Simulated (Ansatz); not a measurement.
`[SiH3][SiH2][O][GeH3]` + `O[SiH3]` → `[SiH3][O][GeH3]` + `O[SiH2][SiH3]` at 500 K and 1 bar (ligand exchange at a Ge–O bond).

Gas-phase electronic energies from Ansatz, PBE0-D4/def2-TZVP geometries. CCSD(T)/CBS adds triple-zeta CCSD(T) − MP2 to the extrapolated MP2 energy (def2 sets, frozen cores). For Ge outer-core shells are correlated without core-valence functions, which leaves a few kJ/mol of doubt a bond. Scalar relativity is left out up to krypton. Each species was taken in one conformer, which may not be the lowest.

```json
{"species": "`[SiH3][SiH2][O][GeH3]`", "CCSD(T)/CBS energy (Eh)": "-2734.29409", "H − E (kJ/mol)": "239.9", "S (J/(mol·K))": "487.0"}
{"species": "`O[SiH3]`", "CCSD(T)/CBS energy (Eh)": "-366.69042", "H − E (kJ/mol)": "127.5", "S (J/(mol·K))": "292.9"}
{"species": "`[SiH3][O][GeH3]`", "CCSD(T)/CBS energy (Eh)": "-2444.01593", "H − E (kJ/mol)": "179.6", "S (J/(mol·K))": "400.6"}
{"species": "`O[SiH2][SiH3]`", "CCSD(T)/CBS energy (Eh)": "-656.96789", "H − E (kJ/mol)": "187.7", "S (J/(mol·K))": "379.8"}
```

H − E and S are ideal-gas, rigid-rotor, harmonic terms from PBE0-D4/def2-TZVP, for one conformer and one mirror image of each species. 1 Eh = 2625.50 kJ/mol, R = 8.31446 J/(mol·K).

Q: By hand: ΔE, ΔH, ΔS and ΔG.

A: ΔE = (-2444.01593) + (-656.96789) − (-2734.29409) − (-366.69042) = 0.00069 Eh = 1.8 kJ/mol. Δ(H − E) = 179.6 + 187.7 − 239.9 − 127.5 = -0.1, so ΔH = 1.7 kJ/mol. ΔS = 400.6 + 379.8 − 487.0 − 292.9 = 0.5 J/(mol·K). ΔG = 1.7 − 500 × (0.5)/1000 = 1.4 kJ/mol.

Q: By hand: the equilibrium constant, and the temperature at which ΔG would vanish if ΔH and ΔS stayed fixed.

A: log₁₀ K = −ΔG/(RT ln 10) = -0.1. ΔG = 0 at ΔH/ΔS = 3400 K, far beyond where these terms or the molecules hold.

The number of gas molecules stays the same, so ΔS is small and ΔH decides. The sign of ΔG lies within the doubt. A doubt of 5 kJ/mol in ΔE shifts log₁₀ K by 0.5 here. Other conformers and mirror images would add mixing entropy, several J/(mol·K) or more a flexible species. Modes under 60 cm⁻¹, often nearly free rotors, make the harmonic entropy too high. These are equilibria of isolated gas molecules and say nothing of rates. Largest T1 diagnostic: 0.013 (customary marks: 0.02 for closed shells, 0.045 for open ones).
